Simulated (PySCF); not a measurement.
## Re: excitation energy

Re [Xe] 4f14 5d5 6s2 (6S) → Re [Xe] 4f14 5d7 (4F), as a difference of total energies. Calculation: PySCF 2.14, in aug-cc-pVQZ-PP with ECP60MDF; a scalar-relativistic core potential. Correlated levels: valence: 5s2 5p6 frozen. The calculations carry no spin-orbit coupling.

| method | excitation energy (eV) |
| --- | --- |
| UHF | 5.916 |
| LDA | 4.663 |
| PBE | 4.415 |
| PBE0 | 4.582 |
| r2SCAN | 4.929 |
| r2SCAN0 | 5.009 |
| PBEsol | 4.527 |
| PW91 | 4.390 |
| MP2 (valence) | 4.828 |
| SCS-MP2 (valence) | 4.264 |

Problem. How much does correlation contribute at MP2 (valence)?

Solution. 4.828 − (5.916) = -1.088 eV, measured against UHF.
